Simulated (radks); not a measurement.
Neutral phosphorus inside a hard spherical wall (all orbitals vanish at R), configuration held at [Ne] 3s2 3p3 and not refilled when levels cross. Method: scalar-relativistic Kohn-Sham, PBEsol, spin-polarised, spherical densities, point nucleus; open shells are filled with parallel spins first; computed with a radial shooting solver on a logarithmic mesh with Libxc functionals. Eigenvalues in eV for spin up, with the zero of energy where the potential of the charges vanishes at infinity; a dash marks a level that is unbound or too diffuse for the functional's potential to be trusted. A positive occupied level is held by the wall or, in an anion where self-interaction has pushed it up, behind a barrier. The pressure on the wall is -dE/dV.

| R (bohr) | E (hartree) | kinetic (hartree) | e(2s) | e(2p) | e(3s) | e(3p) | e(4s, empty) | e(4p, empty) | pressure (GPa) |
|---|---|---|---|---|---|---|---|---|---|
| free | -341.38110 | 342.391 | -173.23 | -124.05 | -14.742 | -6.242 | - | - | 0 |
| 12 | -341.38109 | 342.391 | -173.23 | -124.05 | -14.741 | -6.242 | -0.192 | 1.059 | < 0.0001 |
| 8 | -341.38009 | 342.401 | -173.15 | -123.96 | -14.680 | -6.179 | 1.242 | 3.624 | 0.0496 |
| 5 | -341.31996 | 342.760 | -171.08 | -121.89 | -13.334 | -4.621 | 10.505 | 15.856 | 8.15 |
| 4 | -341.11790 | 343.697 | -167.15 | -117.93 | -10.679 | -1.382 | 24.140 | 31.360 | 57.8 |
| 3.5 | -340.81639 | 344.883 | -163.08 | -113.83 | -7.601 | 2.360 | 38.357 | 46.632 | 168 |
| 2 | -334.09240 | 363.549 | -126.95 | -77.060 | 41.508 | 56.513 | 212.71 | 217.46 | 8340 |
